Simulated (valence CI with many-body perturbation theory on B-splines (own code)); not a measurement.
Os⁷⁰⁺: electric-dipole lines

Level of theory: configuration interaction combined with many-body perturbation theory (CI+MBPT): four valence electrons over a frozen Dirac-Fock core [He], a basis of 11 s, 11 p, 9 d, 7 f, 5 g, 2 h, 1 i functions for each j, with the one-electron correlation potential Σ1 (screened to all orders), the two-electron term Σ2, the three-electron term Σ3, Breit, model QED; selected single and double excitations, second order for the rest (own B-spline code, finite nucleus).

No measured spectrum was set against this ion. As an estimate, large intervals hold to a few tenths of a per cent, small ones and those within an open d or f shell to about a per cent. Among the levels kept, up to 300 cm⁻¹ of a level comes from second order outside the variational space, and about a tenth of that is noise between levels of different J, which matters for small intervals.

Lines 1 to 50 of 249 in falling wavelength, among levels below 1017.1 Ry, chosen from the strongest by gf and those to the six lowest levels. Wavelengths and rates use the calculated energies. Electric multipoles are in the length gauge, E1 and E2 with the static RPA response of the core. Weak lines are less certain than strong ones. Lines between different terms over intervals too small for the method are left out, as are lines whose strength nearly cancels. The highest levels of a list are the least certain.

Levels are named by their leading jj configuration (3d3/2^4 stands for four electrons in 3d with j = 3/2), which in mixed levels can hold well under half, so a name can repeat and another be missing. Letters in brackets count levels of one name in rising energy.

| λ vac (nm) | Upper | Lower | A (s⁻¹) | log gf | Branch % |
| --- | --- | --- | --- | --- | --- |
| 6.206 | (2s 2p1/2 2p3/2 3d5/2) J=5 | (2s 2p1/2 2p3/2 3p3/2) J=4 | 6.88e+10 | -0.36 | 36.2 |
| 6.174 | (2s 2p1/2^2 3d5/2) J=3 | (2s 2p1/2^2 3p3/2) J=2 | 6.98e+10 | -0.55 | 0.0 |
| 6.135 | (2s 2p1/2 2p3/2 3d5/2) J=4 [a] | (2s 2p1/2 2p3/2 3p3/2) J=3 [a] | 6.50e+10 | -0.48 | 0.1 |
| 6.103 | (2s^2 2p3/2 3d5/2) J=3 | (2s^2 2p3/2 3p3/2) J=2 | 4.74e+10 | -0.73 | 0.0 |
| 6.098 | (2s 2p1/2 2p3/2 3d5/2) J=4 [b] | (2s 2p1/2 2p3/2 3p3/2) J=3 [b] | 5.67e+10 | -0.55 | 0.0 |
| 6.085 | (2s^2 2p3/2 3d5/2) J=4 | (2s^2 2p3/2 3p3/2) J=3 | 5.30e+10 | -0.58 | 10.9 |
| 6.054 | (2s 2p1/2 2p3/2 3d5/2) J=3 [a] | (2s 2p1/2 2p3/2 3p3/2) J=2 [a] | 5.43e+10 | -0.68 | 0.0 |
| 5.912 | (2s^2 2p1/2 3d5/2) J=3 | (2s^2 2p1/2 3p3/2) J=2 | 7.32e+10 | -0.57 | 0.0 |
| 5.803 | (2s 2p1/2^2 3d5/2) J=2 | (2s 2p1/2^2 3p3/2) J=1 | 7.42e+10 | -0.73 | 0.0 |
| 5.123 | (2s 2p1/2 2p3/2^2) J=2 [a] | (2s^2 2p3/2^2) J=2 | 2.65e+09 | -2.28 | 0.1 |
| 4.319 | (2s 2p1/2 2p3/2^2) J=3 | (2s^2 2p3/2^2) J=2 | 1.67e+10 | -1.49 | 0.5 |
| 4.166 | (2s 2p1/2^2 2p3/2) J=2 | (2s^2 2p1/2 2p3/2) J=2 | 1.54e+10 | -1.70 | 43.0 |
| 3.925 | (2s 2p1/2^2 2p3/2) J=2 | (2s^2 2p1/2 2p3/2) J=1 | 2.03e+10 | -1.63 | 56.9 |
| 3.290 | (2s 2p1/2 2p3/2^2) J=1 [a] | (2s^2 2p3/2^2) J=2 | 3.27e+10 | -1.80 | 0.1 |
| 3.214 | (2s 2p1/2 2p3/2^2) J=2 [b] | (2s^2 2p3/2^2) J=2 | 2.72e+10 | -1.68 | 0.1 |
| 3.188 | (2s 2p1/2^2 2p3/2) J=1 | (2s^2 2p1/2 2p3/2) J=2 | 5.92e+10 | -1.57 | 0.4 |
| 3.045 | (2s 2p1/2^2 2p3/2) J=1 | (2s^2 2p1/2 2p3/2) J=1 | 1.32e+10 | -2.26 | 0.1 |
| 2.332 | (2s 2p1/2 2p3/2 3d3/2) J=3 [b] | (2s 2p1/2 2p3/2 3p1/2) J=2 [b] | 4.88e+11 | -0.56 | 0.0 |
| 2.298 | (2s^2 2p1/2 3d3/2) J=1 | (2s^2 2p1/2 3p1/2) J=0 | 6.81e+11 | -0.79 | 0.0 |
| 2.295 | (2s 2p1/2 2p3/2 3d3/2) J=2 [b] | (2s 2p1/2 2p3/2 3p1/2) J=2 [b] | 7.40e+11 | -0.53 | 0.0 |
| 2.255 | (2s 2p1/2 2p3/2 3d3/2) J=1 [b] | (2s 2p1/2 2p3/2 3p1/2) J=2 [b] | 1.03e+12 | -0.63 | 0.0 |
| 2.245 | (2s 2p1/2 2p3/2 3d3/2) J=2 [a] | (2s 2p1/2 2p3/2 3p1/2) J=2 [a] | 5.48e+11 | -0.68 | 0.1 |
| 2.244 | (2s^2 2p3/2 3d3/2) J=2 | (2s^2 2p3/2 3p1/2) J=2 | 5.34e+11 | -0.70 | 0.0 |
| 2.238 | (2s^2 2p3/2 3d3/2) J=2 | (2s^2 2p3/2 3p1/2) J=1 | 5.57e+11 | -0.68 | 0.0 |
| 2.232 | (2s 2p1/2 2p3/2 3p3/2) J=1 [a] | (2s 2p1/2 2p3/2 3s) J=1 [a] | 1.31e+12 | -0.53 | 0.3 |
| 2.230 | (2s 2p1/2^2 3d3/2) J=1 | (2s 2p1/2^2 3p1/2) J=0 | 7.62e+11 | -0.77 | 0.3 |
| 2.228 | (2s 2p1/2^2 3p3/2) J=1 | (2s 2p1/2^2 3s) J=0 | 1.12e+12 | -0.60 | 0.2 |
| 2.224 | (2s 2p1/2 2p3/2 3d3/2) J=2 [c] | (2s 2p1/2 2p3/2 3p1/2) J=1 [b] | 7.36e+11 | -0.56 | 0.3 |
| 2.210 | (2s^2 2p3/2 3d3/2) J=3 | (2s^2 2p3/2 3p1/2) J=2 | 1.14e+12 | -0.23 | 0.1 |
| 2.208 | (2s 2p1/2 2p3/2 3d3/2) J=3 [c] | (2s 2p1/2 2p3/2 3p1/2) J=2 [c] | 1.14e+12 | -0.23 | 0.8 |
| 2.203 | (2s 2p1/2 2p3/2 3d3/2) J=3 [a] | (2s 2p1/2 2p3/2 3p1/2) J=2 [a] | 1.04e+12 | -0.28 | 0.2 |
| 2.203 | (2s 2p1/2^2 3d3/2) J=2 | (2s 2p1/2^2 3p1/2) J=1 | 1.12e+12 | -0.39 | 0.3 |
| 2.201 | (2s 2p1/2 2p3/2 3p3/2) J=2 [b] | (2s 2p1/2 2p3/2 3s) J=2 [b] | 1.16e+12 | -0.38 | 0.3 |
| 2.201 | (2s 2p1/2 2p3/2 3d3/2) J=2 [a] | (2s 2p1/2 2p3/2 3p1/2) J=1 [a] | 5.76e+11 | -0.68 | 0.1 |
| 2.201 | (2s^2 2p1/2 3d3/2) J=2 | (2s^2 2p1/2 3p1/2) J=1 | 1.14e+12 | -0.38 | 0.4 |
| 2.201 | (2s^2 2p3/2 3p3/2) J=1 | (2s^2 2p3/2 3s) J=1 | 1.42e+12 | -0.51 | 9.4 |
| 2.196 | (2s 2p1/2 2p3/2 3d3/2) J=4 | (2s 2p1/2 2p3/2 3p1/2) J=3 | 1.12e+12 | -0.14 | 3.2 |
| 2.189 | (2s 2p1/2 2p3/2 3p3/2) J=3 [c] | (2s 2p1/2 2p3/2 3s) J=2 [c] | 1.52e+12 | -0.12 | 0.6 |
| 2.188 | (2s 2p1/2 2p3/2 3d3/2) J=1 [a] | (2s 2p1/2 2p3/2 3p1/2) J=1 [a] | 9.92e+11 | -0.67 | 0.2 |
| 2.188 | (2s 2p1/2 2p3/2 3p3/2) J=2 [c] | (2s 2p1/2 2p3/2 3s) J=1 [c] | 1.51e+12 | -0.27 | 0.4 |
| 2.187 | (2s 2p1/2 2p3/2 3d3/2) J=1 [c] | (2s 2p1/2 2p3/2 3p1/2) J=0 | 7.30e+11 | -0.80 | 0.1 |
| 2.187 | (2s^2 2p3/2 3d3/2) J=1 | (2s^2 2p3/2 3p1/2) J=1 | 9.65e+11 | -0.68 | 0.0 |
| 2.167 | (2s^2 2p3/2 3p3/2) J=3 | (2s^2 2p3/2 3s) J=2 | 1.83e+12 | -0.04 | 15.3 |
| 2.164 | (2s 2p1/2 2p3/2 3p3/2) J=2 [a] | (2s 2p1/2 2p3/2 3s) J=1 [a] | 7.81e+11 | -0.56 | 0.2 |
| 2.163 | (2s 2p1/2 2p3/2 3d3/2) J=3 [b] | (2s 2p1/2 2p3/2 3p1/2) J=3 | 6.00e+11 | -0.53 | 0.0 |
| 2.162 | (2s 2p1/2 2p3/2 3p3/2) J=3 [a] | (2s 2p1/2 2p3/2 3s) J=2 [a] | 1.80e+12 | -0.05 | 2.4 |
| 2.152 | (2s 2p1/2 2p3/2 3p3/2) J=3 [b] | (2s 2p1/2 2p3/2 3s) J=2 [b] | 6.81e+11 | -0.48 | 0.2 |
| 2.150 | (2s 2p1/2 2p3/2 3p3/2) J=4 | (2s 2p1/2 2p3/2 3s) J=3 | 1.66e+12 | 0.02 | 34.3 |
| 2.141 | (2s 2p1/2 2p3/2 3p3/2) J=1 [b] | (2s 2p1/2 2p3/2 3s) J=2 [b] | 1.62e+12 | -0.48 | 0.3 |
| 2.123 | (2s 2p1/2 2p3/2 3p3/2) J=2 [d] | (2s 2p1/2 2p3/2 3s) J=2 [c] | 7.80e+11 | -0.58 | 0.3 |

(1) How does gf follow from A for the line at 6.174 nm?

## Answers

(1) gf = 1.4992 × (2J+1)_upper × A / σ², with σ = 1619571 cm⁻¹ and 2J+1 = 7: gf = 0.279.
